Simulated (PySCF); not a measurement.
# Basis-set dependence of excited states

C3H7BS.
Numbering: `[CH2:1]=[CH:2][BH:3][S:4][CH3:5]` (hydrogens: H6, H7 on C1; H8 on C2; H9 on B3; H10, H11, H12 on C5)

TDDFT with PBE0 (PySCF), vertical singlets, core orbitals frozen in the response, spherical d and f functions. The structure is a single PBE0-D3(BJ)/def2-SVP conformer in the gas phase; no vibrational or solvent corrections.

```json
{"basis": "6-31G*", "functions": "88", "diffuse": "no", "S1 (eV)": "5.31", "S2 (eV)": "5.58", "S3 (eV)": "6.05", "S4 (eV)": "6.46", "S5 (eV)": "6.97", "LUMO (eV)": "-1.25", "α (au)": "64.8"}
{"basis": "6-31+G*", "functions": "108", "diffuse": "yes", "S1 (eV)": "5.17", "S2 (eV)": "5.50", "S3 (eV)": "5.98", "S4 (eV)": "6.33", "S5 (eV)": "6.33", "LUMO (eV)": "-1.52", "α (au)": "73.8"}
{"basis": "def2-SVP", "functions": "109", "diffuse": "no", "S1 (eV)": "5.27", "S2 (eV)": "5.49", "S3 (eV)": "5.99", "S4 (eV)": "6.43", "S5 (eV)": "7.03", "LUMO (eV)": "-1.42", "α (au)": "66.3"}
{"basis": "def2-SVPD", "functions": "163", "diffuse": "yes", "S1 (eV)": "5.14", "S2 (eV)": "5.44", "S3 (eV)": "5.93", "S4 (eV)": "6.32", "S5 (eV)": "6.55", "LUMO (eV)": "-1.58", "α (au)": "78.8"}
{"basis": "aug-cc-pVDZ", "functions": "182", "diffuse": "yes", "S1 (eV)": "5.11", "S2 (eV)": "5.43", "S3 (eV)": "5.90", "S4 (eV)": "6.23", "S5 (eV)": "6.28", "LUMO (eV)": "-1.57", "α (au)": "80.3"}
{"basis": "def2-TZVP", "functions": "203", "diffuse": "no", "S1 (eV)": "5.12", "S2 (eV)": "5.43", "S3 (eV)": "5.90", "S4 (eV)": "6.30", "S5 (eV)": "6.61", "LUMO (eV)": "-1.54", "α (au)": "75.8"}
{"basis": "def2-TZVPD", "functions": "257", "diffuse": "yes", "S1 (eV)": "5.08", "S2 (eV)": "5.41", "S3 (eV)": "5.88", "S4 (eV)": "6.26", "S5 (eV)": "6.27", "LUMO (eV)": "-1.58", "α (au)": "80.4"}
```

Q: How much do these states and the polarisability depend on the basis?

A: States are compared by their number. Against the largest diffuse basis here (def2-TZVPD, itself not a converged limit), sets without diffuse functions differ by up to 0.22 eV in S1 and 0.76 eV in S5; the smaller diffuse sets differ by up to 0.08 and 0.28 eV. State by state, the largest deviation of a set without diffuse functions is S1 0.22, S2 0.17, S3 0.17, S4 0.19, S5 0.76 eV. The same number needn't mean the same state in each row. Against def2-TZVPD the polarisability deviates by -19% in 6-31G*, -8% in 6-31+G*, -18% in def2-SVP, -2% in def2-SVPD, 0% in aug-cc-pVDZ, -6% in def2-TZVP. A single + in a Pople set puts diffuse functions on heavy atoms only.
